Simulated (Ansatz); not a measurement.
The first iterations of a band of AlFH4SSi (8 atoms, charge 0, multiplicity 1).

These are results of Ansatz 0.2.0, RKS PBE0-D4/def2-SVP, not measurements.

| Item | Value |
| --- | --- |
| movable images | 5 |
| climbing image | yes |
| spring | 5.0 eV/Å² |
| optimiser | quadratic models (default) |
| start path | IDPP |
| force threshold | 0.03 eV/Å |
| iteration limit | 60 |
| end points | relaxed |

Image 0:

```xyz
8
Properties=species:S:1:pos:R:3
F -1.496 -1.585 0.649
Si -0.161 -0.649 0.780
Al -0.370 1.483 -0.392
S 1.530 -1.556 -0.199
H 0.259 -0.669 2.212
H -0.571 1.374 -1.968
H -0.174 2.892 0.318
H 1.075 -1.347 -1.455
```

Image 6:

```xyz
8
Properties=species:S:1:pos:R:3
F -1.525 -1.542 0.693
Si -0.162 -0.643 0.787
Al -0.334 1.492 -0.383
S 1.475 -1.593 -0.243
H 0.298 -0.676 2.207
H -0.018 2.885 0.315
H -0.625 1.400 -1.946
H 0.983 -1.381 -1.486
```

| iteration | highest image above the first end (eV) | largest band force component (eV/Å) |
| --- | --- | --- |
| 1 | 0.161 | 0.837 |
| 2 | 0.112 | 0.465 |

**Question.** Does the band converge within its limit, and where does its top end?

**Answer.** The forces met the threshold. It ended after 7 iterations with the highest image 0.064 eV above the first end. A vibrational analysis at the climbing image gives one clearly imaginary mode, 92i cm⁻¹: a first-order saddle point.

Run time: 2.6 min on 1 CPU thread of a shared host.
